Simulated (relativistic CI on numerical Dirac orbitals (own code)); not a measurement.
Computed by Dirac-Coulomb-Breit CI, KLI orbitals optimised for each configuration, a model potential for QED, unscaled Slater integrals (own radial code, finite nucleus).

Configurations in the expansion (outside the closed core [Ne]): 3s, 3p, 3d, 4s, 4p, 4d, 4f, 5s, 5p, 5d, 5f, 5g, 6s, 6p, 6d, 7s, 7p. Levels of other configurations are missing.

At this charge energies of transitions that change n are usually good to better than 1 %, and those within a shell (Δn = 0) to a few per cent.

Outline of the computed level scheme of Zn XX. Lowest level of each configuration: 3s ²S1/2 at 0.000 eV; 3p ²P°1/2 at 43.124 eV; 3d ²D3/2 at 106.655 eV; 4s ²S1/2 at 344.384 eV; 4p ²P°1/2 at 361.727 eV; 4d ²D3/2 at 385.358 eV; 4f ²F°5/2 at 395.542 eV; 5s ²S1/2 at 493.088 eV; 5p ²P°1/2 at 501.698 eV.

Some strong electric-dipole decays among the lowest 15 levels: 4f ²F°7/2 → 3d ²D5/2 (2.4e+12 s⁻¹); 4f ²F°5/2 → 3d ²D3/2 (2.3e+12 s⁻¹); 4d ²D5/2 → 3p ²P°3/2 (1.1e+12 s⁻¹); 4d ²D3/2 → 3p ²P°1/2 (8.7e+11 s⁻¹); 4p ²P°1/2 → 3s ²S1/2 (4.8e+11 s⁻¹); 4s ²S1/2 → 3p ²P°3/2 (4.6e+11 s⁻¹); 4p ²P°3/2 → 3s ²S1/2 (4.5e+11 s⁻¹); 5p ²P°1/2 → 3s ²S1/2 (2.8e+11 s⁻¹).
